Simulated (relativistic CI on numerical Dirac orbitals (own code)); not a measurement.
**Ni3+: calculation against measurement**

Method of calculation: Dirac-Coulomb-Breit CI, orbitals from a KLI potential per configuration, a model potential for QED, valence Slater integrals scaled by 0.85, P86 correlation estimate, and configurations built on the next ion tied to the tabulated ionisation energy (semi-empirical) (own radial code, finite nucleus).

Configuration list (outside the closed core [Ne] 3s2): 3p6 3d7, 3p6 3d6 4s, 3p6 3d6 4p, 3p6 3d6 4d, 3p6 3d6 5s, 3p6 3d6 4f, 3p6 3d5 4s2, 3p6 3d6 5p, 3p5 3d8, 3p6 3d6 5d, 3p6 3d5 4s 4p, 3p6 3d6 5f, 3p6 3d6 5g, 3p6 3d5 4p2, 3p6 3d5 4s 4d, 3p4 3d9. Levels of other configurations are missing.

```csv
Configuration,Term (tabulated),J,Measured (cm⁻¹),Computed,Error,Purity (%)
3p6 3d7,4F,9/2,0.0,0,0,99
3p6 3d7,4F,7/2,1189.7,1149,-41,100
3p6 3d7,4F,5/2,2042.5,1971,-72,100
3p6 3d7,4F,3/2,2621.1,2526,-95,99
3p6 3d7,4P,5/2,18118.6,17064,-1054,99
3p6 3d7,4P,3/2,18366.8,17359,-1008,94
3p6 3d7,4P,1/2,18958.4,17896,-1062,97
3p6 3d7,2G,9/2,19829.6,19033,-796,97
3p6 3d7,2G,7/2,20947.6,20101,-847,100
3p6 3d7,2P,3/2,23648.9,22994,-655,76
3p6 3d7,2P,1/2,24651.4,24220,-431,98
3p6 3d7,2H,11/2,26649.1,26061,-588,100
3p6 3d7,2D2,5/2,27096.5,24892,-2205,99
3p6 3d7,2H,9/2,27677.6,27042,-636,98
3p6 3d7,2D2,3/2,28777.7,26795,-1982,81
3p6 3d7,2F,5/2,43437.5,41887,-1550,99
3p6 3d7,2F,7/2,43858.6,42296,-1563,99
3p6 3d7,2D1,3/2,67360.0,62578,-4782,99
3p6 3d7,2D1,5/2,67989.8,63257,-4733,99
3p6 3d6 4s,6D,9/2,110410.6,113841,3431,100
3p6 3d6 4s,6D,7/2,111195.8,114604,3408,100
3p6 3d6 4s,6D,5/2,111763.3,115158,3395,99
3p6 3d6 4s,6D,3/2,112151.9,115538,3386,99
3p6 3d6 4s,6D,1/2,112379.3,115761,3382,99
3p6 3d6 4s,4D,7/2,120909.5,123842,2932,99
3p6 3d6 4s,4D,5/2,121807.7,124717,2910,99
3p6 3d6 4s,4D,3/2,122386.1,125285,2899,99
3p6 3d6 4s,4D,1/2,122717.4,125612,2894,99
3p6 3d6 4s,4P,5/2,138446.2,142909,4463,99
3p6 3d6 4s,4H,13/2,139289.4,140537,1248,99
3p6 3d6 4s,4H,11/2,139619.2,140874,1255,98
3p6 3d6 4s,4H,9/2,139886.7,141158,1271,97
3p6 3d6 4s,4H,7/2,140140.9,141398,1257,97
3p6 3d6 4s,4P,3/2,140343.0,144747,4404,95
3p6 3d6 4s,4F,9/2,141220.3,144162,2941,91
3p6 3d6 4s,4P,1/2,141561.2,145920,4359,98
3p6 3d6 4s,4F,7/2,141577.2,144530,2953,92
3p6 3d6 4s,4F,5/2,141832.0,144820,2988,95
3p6 3d6 4s,4F,3/2,142023.5,145044,3021,99
3p6 3d6 4s,4G,11/2,144815.1,147383,2567,67
3p6 3d6 4s,2P,3/2,145192.1,149409,4217,95
3p6 3d6 4s,4G,9/2,145702.2,147743,2041,85
3p6 3d6 4s,2H †,11/2,145962.5,146263,300,68
3p6 3d6 4s,4G,7/2,146061.5,147984,1922,89
3p6 3d6 4s,4G,5/2,146153.8,148079,1925,92
3p6 3d6 4s,2H †,9/2,146194.3,147078,884,88
3p6 3d6 4s,2F,7/2,147635.9,150258,2622,88
3p6 3d6 4s,2F,5/2,148358.2,151017,2659,95
3p6 3d6 4s,2G,9/2,151574.7,153192,1618,97
3p6 3d6 4s,2G,7/2,152343.7,154007,1663,93
3p6 3d6 4s,4D,7/2,153533.6,156355,2821,99
3p6 3d6 4s,2D,3/2,159498.5,162062,2564,99
3p6 3d6 4s,2D,5/2,159818.4,162267,2448,99
3p6 3d6 4p,6D°,7/2,175869.1,179014,3144,96
3p6 3d6 4p,6D°,1/2,176749.0,179906,3157,99
```

Measured levels from Corliss and Sugar, J. Phys. Chem. Ref. Data 10, 197 (1981); pairs were made by configuration, J and term (by order where the table uses no LS term), so strongly mixed levels may be paired wrongly. Some J values or terms of the table were assigned by a fit.

Mean error by configuration (cm⁻¹): 3p6 3d7 -1339; 3p6 3d6 4s 2746; 3p6 3d6 4p 3150. Over the excited levels the mean absolute error is 2274 cm⁻¹ (54 of the 54 excited levels that our extract of the source holds in range could be paired), and the median relative error of those above 1,000 cm⁻¹ is 2.4 %. † marks terms whose computed intervals miss the measured ones by more than a factor of 2.5, or configurations far off the rest, from wrong mixing, a near crossing or a doubtful label or measurement; they are left out of the means.
